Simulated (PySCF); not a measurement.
Si(H)(F)(Br)(OH) (BrFH₂OSi), SMILES O[SiH](F)Br.

Geometry: r2SCAN-D4/def2-SVP. One conformer was computed; it need not be the lowest.

Method: PySCF 2.14.0 with TDA-ωB97X/def2-SVPD.

Vertical excitations. 

Question: Estimate the UV-visible absorptions. (The exact figures need the calculation; the answer reports its results.)

Answer: 
| state | energy (eV) | λ (nm) | f | main pairs |
|---|---|---|---|---|
| S1 | 7.80 | 159 | 0.024 | HOMO→LUMO 40 %, HOMO→LUMO+1 40 %, HOMO→LUMO+6 6 % |
| S2 | 7.84 | 158 | 0.044 | HOMO−1→LUMO+1 41 %, HOMO−1→LUMO 39 %, HOMO−1→LUMO+6 6 % |
| S3 | 8.53 | 145 | 0.019 | HOMO→LUMO 36 %, HOMO→LUMO+1 34 % |
| S4 | 8.70 | 142 | 0.029 | HOMO−1→LUMO 24 %, HOMO−1→LUMO+1 24 %, HOMO−1→LUMO+2 21 %, HOMO−1→LUMO+3 9 % |
| S5 | 8.78 | 141 | 0.009 | HOMO→LUMO+2 41 %, HOMO−1→LUMO+2 21 % |
| S6 | 8.94 | 139 | 0.046 | HOMO−1→LUMO+2 25 %, HOMO→LUMO+2 17 %, HOMO−1→LUMO 14 %, HOMO−1→LUMO+4 11 % |
| S7 | 9.13 | 136 | 0.097 | HOMO→LUMO+3 30 %, HOMO→LUMO+4 29 %, HOMO→LUMO+6 9 % |
| S8 | 9.20 | 135 | 0.029 | HOMO−1→LUMO+3 25 %, HOMO−1→LUMO+4 20 %, HOMO−2→LUMO+1 16 %, HOMO−1→LUMO+6 6 % |
| S9 | 9.27 | 134 | 0.059 | HOMO−3→LUMO 28 %, HOMO−2→LUMO 27 %, HOMO→LUMO+4 10 %, HOMO−3→LUMO+1 9 % |
| S10 | 9.60 | 129 | 0.019 | HOMO−3→LUMO 24 %, HOMO−2→LUMO 22 %, HOMO−2→LUMO+1 15 %, HOMO−3→LUMO+1 8 % |
| T1 | 7.24 | 171 | 0 | HOMO→LUMO+1 39 %, HOMO→LUMO 32 %, HOMO→LUMO+6 9 % |
| T2 | 7.28 | 170 | 0 | HOMO−1→LUMO+1 42 %, HOMO−1→LUMO 29 %, HOMO−1→LUMO+6 9 % |
| T3 | 8.19 | 151 | 0 | HOMO→LUMO 20 %, HOMO→LUMO+1 17 %, HOMO−2→LUMO 13 %, HOMO→LUMO+2 6 % |
| T4 | 8.38 | 148 | 0 | HOMO−2→LUMO+1 18 %, HOMO→LUMO 14 %, HOMO→LUMO+1 11 %, HOMO−1→LUMO+2 9 % |
Triplets are in the Tamm–Dancoff approximation.
